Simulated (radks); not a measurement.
Charge is removed step by step from the 3d3/2 level of V, starting from [Ar] 3d(3/2: 3, 5/2: 0) 4s2. Method: Dirac Kohn-Sham, PBE, spin-unpolarised, spherical densities, point nucleus; computed with a radial shooting solver on a logarithmic mesh with Libxc functionals.

| removed (e) | E - E(0) (eV) | eigenvalue (eV) | E minus straight line (eV) |
|---|---|---|---|
| 0 | 0.000 | -5.182 | 0.000 |
| 0.125 | 0.729 | -6.499 | -0.645 |
| 0.25 | 1.627 | -7.883 | -1.122 |
| 0.375 | 2.703 | -9.332 | -1.421 |
| 0.5 | 3.963 | -10.842 | -1.536 |
| 0.625 | 5.416 | -12.410 | -1.458 |
| 0.75 | 7.068 | -14.034 | -1.180 |
| 0.875 | 8.926 | -15.711 | -0.697 |
| 1 | 10.998 | -17.440 | 0.000 |

Removing the whole electron costs 10.998 eV by Delta-SCF, against 5.182 eV from minus the eigenvalue at the starting occupation. Slater's transition state (half an electron removed) gives 10.842 eV. Integrating minus the eigenvalue over the occupation (Janak's theorem) gives 10.998 eV. The mean slope of the eigenvalue, de/dn, is 12.3 eV per electron.
